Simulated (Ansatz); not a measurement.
C5H15OSi2 (SMILES C[Si](C)O[Si](C)(C)C), doublet, at a GFN2-xTB geometry; B3LYP/STO-3G (Ansatz, an electronic-structure program).

The Ansatz input:
Ansatz 0.2 input:
```yaml
crystal:
  periodic: [false, false, false]
  atoms:
    - {symbol: C, position_ang: [2.23591472, 1.87430437, 0.24724250]}
    - {symbol: Si, position_ang: [1.86051365, 0.10193727, -0.35061641]}
    - {symbol: C, position_ang: [2.37046986, -1.20345024, 0.94391061]}
    - {symbol: O, position_ang: [0.25111153, -0.01641741, -0.60627064]}
    - {symbol: Si, position_ang: [-1.31223883, -0.15232204, -0.15867484]}
    - {symbol: C, position_ang: [-2.33626438, 0.58233246, -1.58117978]}
    - {symbol: C, position_ang: [-1.69231924, -1.99934393, 0.09955328]}
    - {symbol: C, position_ang: [-1.59480466, 0.81681199, 1.45819597]}
    - {symbol: H, position_ang: [1.90405235, 2.61598159, -0.47240063]}
    - {symbol: H, position_ang: [3.29840457, 2.02013633, 0.41278727]}
    - {symbol: H, position_ang: [1.71878788, 2.06931712, 1.18574679]}
    - {symbol: H, position_ang: [3.43721050, -1.17562147, 1.14072650]}
    - {symbol: H, position_ang: [2.11605247, -2.20710082, 0.61792915]}
    - {symbol: H, position_ang: [1.85030226, -1.01961845, 1.88334339]}
    - {symbol: H, position_ang: [-2.14377675, 0.06018739, -2.51300186]}
    - {symbol: H, position_ang: [-2.09978148, 1.62995801, -1.73930358]}
    - {symbol: H, position_ang: [-3.39951162, 0.51111296, -1.37598552]}
    - {symbol: H, position_ang: [-1.11139739, -2.41349470, 0.91836361]}
    - {symbol: H, position_ang: [-2.74126322, -2.16090455, 0.32637021]}
    - {symbol: H, position_ang: [-1.45551062, -2.57359087, -0.79097342]}
    - {symbol: H, position_ang: [-2.63409598, 0.77917427, 1.76930579]}
    - {symbol: H, position_ang: [-0.99602882, 0.41451355, 2.27064515]}
    - {symbol: H, position_ang: [-1.32616142, 1.86274778, 1.34035427]}
basis:
  gaussian:
    orbitals: STO-3G
    symmetry_tolerance_ang: 0.01
hamiltonian:
  xc: b3lyp
magnetization: {spin_polarized: true, initial_magnetization: 1}
```

The log (banner, timings and long lists left out):

```
Functional definition: B3LYP
830 factors; integrals over basis functions are off by at most 4.1e-5 eV
mean field evaluation 1: about -22956.9607 eV, gradient 2.0e1 eV
mean field evaluation 2: about -22954.6022 eV, gradient 3.0e1 eV
mean field evaluation 4: about -22959.5188 eV, gradient 1.0e0 eV
mean field evaluation 8: about -22959.4189 eV, gradient 2.5e-2 eV
mean field -22959.41895032 eV, -843.7430839712 hartree, gradient 4.6e-5 eV, S^2 0.750506; 0 other end points of the search recorded, 0 dependent functions left out
reference -22959.41923701 eV, -843.7430945068 hartree; 41, 40 occupied and 22, 23 virtual orbitals, 830 factors
Total energy: -22959.41923701 eV, -843.7430945068 hartree
```
